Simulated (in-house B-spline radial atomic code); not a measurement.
Configurations of the tin ion Sn⁶⁺, with energies counted from [Kr] 4d8. Computed with a radial B-spline atomic code at the basis-set limit: scalar-relativistic (X2C) LC-wPBE, spin-polarised, spherical fractional occupations, exact exchange averaged over the configuration, Fermi nucleus of rms radius 4.6519 fm. Shells without spins written out take the highest spin.

Occupations are held fixed; configurations that lie above the ionisation limit could autoionise.

```json
{"configuration": "[Kr] 4d7 5d1", "E - E(ref) (eV)": "63.716", "highest orbital": "5d up", "its <r> (bohr)": "2.431"}
{"configuration": "[Ar] 3d10 4s2 4p5 4d9", "E - E(ref) (eV)": "66.89", "highest orbital": "4d down", "its <r> (bohr)": "1.005"}
{"configuration": "[Kr] 4d7 5f1", "E - E(ref) (eV)": "81.429", "highest orbital": "5f up", "its <r> (bohr)": "3.325"}
{"configuration": "[Ar] 3d10 4s2 4p5 4d8 5d1", "E - E(ref) (eV)": "131.35", "highest orbital": "5d up", "its <r> (bohr)": "2.424"}
```

Task: Order these further configurations by energy, lowest first.
A. [Kr] 4d7 5p1
B. [Kr] 4d7 4f1
C. [Ar] 3d10 4s2 4p5 4d8 5s1
D. [Ar] 3d10 4s2 4p5 4d8 5p1

Result: A (45.269 eV), B (60.466 eV), C (99.972 eV), D (112.86 eV).
